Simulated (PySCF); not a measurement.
CH8Si2, charge +1, quartet, geometry from GFN2-xTB of the parent state (a state made from the parent by changing its charge; the spin is typed, not shown lowest); HF/def2-SV(P) (PySCF).

Input for PySCF:
```python
from pyscf import gto, scf

mol = gto.M(
    atom='''
Si    1.469501    0.675243   -0.004315
C     0.249959   -0.773362   -0.140745
Si   -1.582865   -0.324499    0.068147
H     2.839701    0.182994   -0.185178
H     1.181014    1.668952   -1.040543
H     1.358676    1.297376    1.316715
H     0.513805   -1.524899    0.604684
H     0.384534   -1.254531   -1.110514
H    -1.982528    0.632796   -0.965442
H    -1.804865    0.261220    1.391816
H    -2.402995   -1.534148   -0.060719
''',
    basis='def2-sv(p)',
    charge=1,
    spin=3,
    verbose=4,
)

mf = scf.ROHF(mol)
mf.kernel()
```

It wrote (shortened):

```
PySCF version 2.14.0

[INPUT] verbose = 4
[INPUT] num. atoms = 11
[INPUT] num. electrons = 41
[INPUT] charge = 1
[INPUT] spin (= nelec alpha-beta = 2S) = 3
[INPUT] symmetry False subgroup None
[INPUT] Mole.unit = angstrom
[INPUT] Symbol           X                Y                Z      unit          X                Y                Z       unit  Magmom
[INPUT]  1 Si     1.469501000000   0.675243000000  -0.004315000000 AA    2.776954429774   1.276024337530  -0.008154168227 Bohr   0.0
[INPUT]  2 C      0.249959000000  -0.773362000000  -0.140745000000 AA    0.472354052370  -1.461442375146  -0.265969503402 Bohr   0.0
[INPUT]  3 Si    -1.582865000000  -0.324499000000   0.068147000000 AA   -2.991181342160  -0.613214237695   0.128779166211 Bohr   0.0
[INPUT]  4 H      2.839701000000   0.182994000000  -0.185178000000 AA    5.366257165654   0.345808542439  -0.349935704295 Bohr   0.0
[INPUT]  5 H      1.181014000000   1.668952000000  -1.040543000000 AA    2.231793009277   3.153862195045  -1.966341290833 Bohr   0.0
[INPUT]  6 H      1.358676000000   1.297376000000   1.316715000000 AA    2.567525532020   2.451685320584   2.488230734107 Bohr   0.0
[INPUT]  7 H      0.513805000000  -1.524899000000   0.604684000000 AA    0.970950731432  -2.881641477623   1.142687151906 Bohr   0.0
[INPUT]  8 H      0.384534000000  -1.254531000000  -1.110514000000 AA    0.726663945584  -2.370720004777  -2.098567317495 Bohr   0.0
[INPUT]  9 H     -1.982528000000   0.632796000000  -0.965442000000 AA   -3.746434954282   1.195811132720  -1.824420969152 Bohr   0.0
[INPUT] 10 H     -1.804865000000   0.261220000000   1.391816000000 AA   -3.410700541813   0.493634258259   2.630151055788 Bohr   0.0
[INPUT] 11 H     -2.402995000000  -1.534148000000  -0.060719000000 AA   -4.541002428699  -2.899119554549  -0.114742280557 Bohr   0.0

nuclear repulsion = 150.449941345671
number of shells = 38
number of NR pGTOs = 128
number of NR cGTOs = 66
basis = def2-sv(p)
ecp = {}

******** <class 'pyscf.scf.rohf.ROHF'> ********
method = ROHF
initial guess = minao
damping factor = 0
level_shift factor = 0
DIIS = <class 'pyscf.scf.diis.CDIIS'>
diis_start_cycle = 1
diis_space = 8
diis_damp = 0
SCF conv_tol = 1e-09
SCF conv_tol_grad = None
SCF max_cycles = 50
direct_scf = True
direct_scf_tol = 1e-13
num. doubly occ = 19  num. singly occ = 3
Set gradient conv threshold to 3.16228e-05
init E= -619.943707546701
  HOMO = 0.0764044321437978  LUMO = 0.116801645201899  gap/eV = 1.09926
cycle= 1 E= -619.276484868841  delta_E= 0.667  |g|= 0.465  |ddm|= 7.23
  HOMO = -0.216779262530502  LUMO = -0.0990109640821251  gap/eV = 3.20464
cycle= 2 E= -619.311263994376  delta_E= -0.0348  |g|= 0.413  |ddm|= 3.32
  HOMO = -0.160639337935501  LUMO = -0.0541853982006315  gap/eV = 2.89676
cycle= 3 E= -619.381436781359  delta_E= -0.0702  |g|= 0.106  |ddm|= 1.29
  HOMO = -0.151849491265234  LUMO = -0.0402533363992177  gap/eV = 3.03669
cycle= 4 E= -619.38905277475  delta_E= -0.00762  |g|= 0.046  |ddm|= 0.351
  HOMO = -0.154219102620778  LUMO = -0.0415788246372175  gap/eV = 3.06510
cycle= 5 E= -619.394363667529  delta_E= -0.00531  |g|= 0.0503  |ddm|= 0.267
  HOMO = -0.15600638849061  LUMO = -0.0417560583309733  gap/eV = 3.10891
cycle= 6 E= -619.400029622515  delta_E= -0.00567  |g|= 0.0417  |ddm|= 0.322
  HOMO = -0.158237854338814  LUMO = -0.0425042124884518  gap/eV = 3.14927
cycle= 7 E= -619.404555319061  delta_E= -0.00453  |g|= 0.0263  |ddm|= 0.449
  HOMO = -0.159119338459385  LUMO = -0.0422077951778577  gap/eV = 3.18133
cycle= 8 E= -619.405877806358  delta_E= -0.00132  |g|= 0.0165  |ddm|= 0.244
  HOMO = -0.157466565967098  LUMO = -0.0428972179959404  gap/eV = 3.11759
cycle= 9 E= -619.405134292173  delta_E= 0.000744  |g|= 0.0159  |ddm|= 0.117
  HOMO = -0.15907516665868  LUMO = -0.0427657595541628  gap/eV = 3.16494
cycle= 10 E= -619.406583050641  delta_E= -0.00145  |g|= 0.0071  |ddm|= 0.237
  HOMO = -0.159757987639249  LUMO = -0.0428908759362701  gap/eV = 3.18012
cycle= 11 E= -619.406713892988  delta_E= -0.000131  |g|= 0.0046  |ddm|= 0.179
  HOMO = -0.15879932663938  LUMO = -0.0429796745424667  gap/eV = 3.15161
cycle= 12 E= -619.406758884556  delta_E= -4.5e-05  |g|= 0.00246  |ddm|= 0.0418
  HOMO = -0.158877207235025  LUMO = -0.0429676549609574  gap/eV = 3.15406
cycle= 13 E= -619.406799171144  delta_E= -4.03e-05  |g|= 0.00201  |ddm|= 0.0984
  HOMO = -0.158697436417575  LUMO = -0.0430391849071659  gap/eV = 3.14722
cycle= 14 E= -619.406835270412  delta_E= -3.61e-05  |g|= 0.00187  |ddm|= 0.171
  HOMO = -0.158084026286918  LUMO = -0.0432150656490848  gap/eV = 3.12574
cycle= 15 E= -619.406861904935  delta_E= -2.66e-05  |g|= 0.000553  |ddm|= 0.103
  HOMO = -0.157895830102251  LUMO = -0.0433283517664309  gap/eV = 3.11754
cycle= 16 E= -619.406864762614  delta_E= -2.86e-06  |g|= 0.000178  |ddm|= 0.04
  HOMO = -0.157868287350472  LUMO = -0.0433462128958428  gap/eV = 3.11630
cycle= 17 E= -619.40686493616  delta_E= -1.74e-07  |g|= 8.16e-05  |ddm|= 0.00867
  HOMO = -0.157848580348134  LUMO = -0.0433567487166302  gap/eV = 3.11548
cycle= 18 E= -619.4068649836  delta_E= -4.74e-08  |g|= 2.88e-05  |ddm|= 0.00748
  HOMO = -0.157847720072622  LUMO = -0.0433680439562685  gap/eV = 3.11515
cycle= 19 E= -619.406864986345  delta_E= -2.74e-09  |g|= 1.65e-05  |ddm|= 0.00171
  HOMO = -0.157855239800278  LUMO = -0.0433658333292071  gap/eV = 3.11542
cycle= 20 E= -619.406864987145  delta_E= -8e-10  |g|= 8.86e-06  |ddm|= 0.000446
  HOMO = -0.157856274749837  LUMO = -0.043365178777794  gap/eV = 3.11546
Extra cycle  E= -619.406864987222  delta_E= -7.73e-11  |g|= 8.85e-06  |ddm|= 0.000138
converged SCF energy = -619.406864987222
```
